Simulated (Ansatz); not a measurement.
Input file:

```yaml
crystal:
  periodic: [false, false, false]
  atoms:
    - { symbol: C, position_ang: [-1.887475, 0.839417, -0.709278] }
    - { symbol: O, position_ang: [-0.972208, 0.879089, 0.362854] }
    - { symbol: Si, position_ang: [0.534858, 0.180291, 0.360816] }
    - { symbol: C, position_ang: [0.475007, -1.662272, 0.104987] }
    - { symbol: O, position_ang: [1.485675, 0.77628, -0.871271] }
    - { symbol: S, position_ang: [1.261038, 0.759137, 2.30272] }
    - { symbol: H, position_ang: [-2.26992, -0.182855, -0.888526] }
    - { symbol: H, position_ang: [-1.436815, 1.205753, -1.649853] }
    - { symbol: H, position_ang: [-2.745532, 1.484266, -0.463755] }
    - { symbol: H, position_ang: [0.082791, -1.905651, -0.896183] }
    - { symbol: H, position_ang: [1.479776, -2.105884, 0.186601] }
    - { symbol: H, position_ang: [-0.172813, -2.131671, 0.86106] }
    - { symbol: H, position_ang: [1.708214, 1.714008, -0.813518] }
    - { symbol: H, position_ang: [2.444503, 0.120992, 2.142247] }
basis:
  gaussian: { orbitals: def2-SVP }
hamiltonian:
  xc: b3lyp
  dispersion: d4
neb:
  order_check: false
  images: 9
  f_tol: 0.03
  max_iterations: 40
  initial_path: idpp
  final_atoms:
    - { symbol: C, position_ang: [-1.77185047, 0.85471445, -0.49478047] }
    - { symbol: O, position_ang: [-0.72408808, 0.83737215, 0.45170286] }
    - { symbol: Si, position_ang: [0.7325834, 0.05459112, 0.23879068] }
    - { symbol: C, position_ang: [0.51734574, -1.76686167, -0.07115936] }
    - { symbol: O, position_ang: [1.55850943, 0.63998419, -1.08327478] }
    - { symbol: S, position_ang: [1.79305803, 0.4918837, 2.06572869] }
    - { symbol: H, position_ang: [-2.23511298, -0.1428649, -0.61401273] }
    - { symbol: H, position_ang: [-1.42373751, 1.19291665, -1.4881364] }
    - { symbol: H, position_ang: [-2.55018998, 1.55157545, -0.146184] }
    - { symbol: H, position_ang: [0.03530958, -1.94480411, -1.04631202] }
    - { symbol: H, position_ang: [1.49363035, -2.27647508, -0.08062708] }
    - { symbol: H, position_ang: [-0.1013967, -2.22252048, 0.71713845] }
    - { symbol: H, position_ang: [1.92370823, 1.52891829, -0.99122982] }
    - { symbol: H, position_ang: [0.73932994, 1.17247023, 2.57125698] }
```

Launched with:

```bash
$ ansatz run input.yaml --threads 2 --pin off --max-ram 3072MiB --backend cpu --events-out ev --progress --plain --runs-dir out
```

Hardware: 2 threads of Intel(R) Xeon(R) Platinum 8375C CPU @ 2.90GHz (Ice Lake), with other jobs on the host.

Question: Roughly how long does this run take, and how much memory?

Answer: 3.8 min, with a peak of 0.36 GiB, for 6 band iterations.
